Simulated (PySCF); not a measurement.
Job file and geometry (Å, from GFN2-xTB) of an NMR shielding run on SMILES C#C[B@H-](Cl)[O+](C)C, C4H8BClO, GIAO PBE0/pcSseg-1 NMR shielding, non-relativistic, gas phase in PySCF 2.14.0, density-fitted response routines; density fitting, a coarse starting grid and PySCF grid level 2 are the driver's defaults:

```
$ OMP_NUM_THREADS=1 python probes_run.py task.json out

{"job": {"kind": "nmr", "xc": "PBE0", "basis": "pcSseg-1"}, "charge": 0, "multiplicity": 1}
C      2.740892    -0.186754     1.438128
C      1.953772    -0.234213     0.531618
B      0.986699    -0.233870    -0.666692
Cl     0.694927     1.483905    -1.304574
O     -0.476450    -0.721280    -0.104183
C     -1.447810    -0.815141    -1.138466
C     -0.939692     0.078670     0.978589
H      3.432689    -0.159410     2.229859
H      1.245321    -0.981563    -1.547102
H     -1.066548    -1.512890    -1.881101
H     -2.381882    -1.194564    -0.720026
H     -1.612041     0.159837    -1.605285
H     -0.161667     0.065836     1.739808
H     -1.860379    -0.354069     1.374199
H     -1.112243     1.107842     0.653316
```

Question: What does the program print?

Answer: 
```
coarse grid: 13104 points
cycle   1  E = -716.8610006640  dE =  7.454e-01  |g| = 4.379e-01  |ddm| = 3.344e+00
cycle   2  E = -716.8646323917  dE = -3.632e-03  |g| = 4.383e-01  |ddm| = 1.018e+00
cycle   3  E = -716.9046098279  dE = -3.998e-02  |g| = 1.584e-01  |ddm| = 4.730e-01
cycle   4  E = -716.9100353701  dE = -5.426e-03  |g| = 4.688e-02  |ddm| = 1.274e-01
cycle   5  E = -716.9105415646  dE = -5.062e-04  |g| = 1.404e-02  |ddm| = 4.122e-02
cycle   6  E = -716.9105808255  dE = -3.926e-05  |g| = 4.171e-03  |ddm| = 1.121e-02
cycle   7  E = -716.9105837142  dE = -2.889e-06  |g| = 9.776e-04  |ddm| = 3.254e-03
final grid: 121976 points
cycle   8  E = -716.9625705524  dE = -4.225e-05  |g| = 1.341e-02  |ddm| = 3.368e-02
cycle   9  E = -716.9625390103  dE =  3.154e-05  |g| = 1.933e-02  |ddm| = 1.764e-02
cycle  10  E = -716.9626017765  dE = -6.277e-05  |g| = 1.676e-03  |ddm| = 1.039e-02
cycle  11  E = -716.9626023962  dE = -6.197e-07  |g| = 3.157e-04  |ddm| = 1.798e-03
cycle  12  E = -716.9626024118  dE = -1.561e-08  |g| = 1.842e-04  |ddm| = 3.994e-04
cycle  13  E = -716.9626024193  dE = -7.464e-09  |g| = 6.283e-05  |ddm| = 1.540e-04
cycle  14  E = -716.9626024203  dE = -9.829e-10  |g| = 9.121e-06  |ddm| = 5.447e-05
converged SCF energy = -716.9626024203

GIAO shielding tensors (ppm)
atom      isotropic    diamagn.    paramagn.     s11        s22        s33       span
  0 C       89.172     261.875    -172.704     16.007     25.483    226.025    210.018
  1 C       91.146     259.955    -168.808    -15.604     -7.690    296.733    312.337
  2 B       98.390     186.409     -88.019     86.227     89.596    119.347     33.120
  3 Cl     938.210    1148.889    -210.679    776.963    955.196   1082.470    305.507
  4 O      308.902     397.985     -89.084    285.631    310.211    330.863     45.233
  5 C      122.565     245.562    -122.997     85.485     98.449    183.762     98.277
  6 C      125.683     248.492    -122.809     92.602    101.570    182.877     90.274
  7 H       29.591      33.960      -4.369     24.980     25.014     38.781     13.802
  8 H       27.860      28.947      -1.087     25.567     26.928     31.085      5.517
  9 H       27.973      28.355      -0.382     23.893     25.154     34.872     10.980
 10 H       28.477      28.412       0.064     24.428     25.859     35.143     10.716
 11 H       27.410      29.063      -1.654     22.250     27.625     32.354     10.103
 12 H       26.806      30.406      -3.600     21.292     27.256     31.871     10.579
 13 H       28.671      29.865      -1.194     24.679     26.336     34.999     10.320
 14 H       27.544      30.555      -3.011     22.679     27.747     32.206      9.527
```

Size and cost of the density-fitted run: 166 basis functions, 24 s wall time on 1 thread of an Arm Neoverse V1, shared host; peak memory 0.69 GiB.
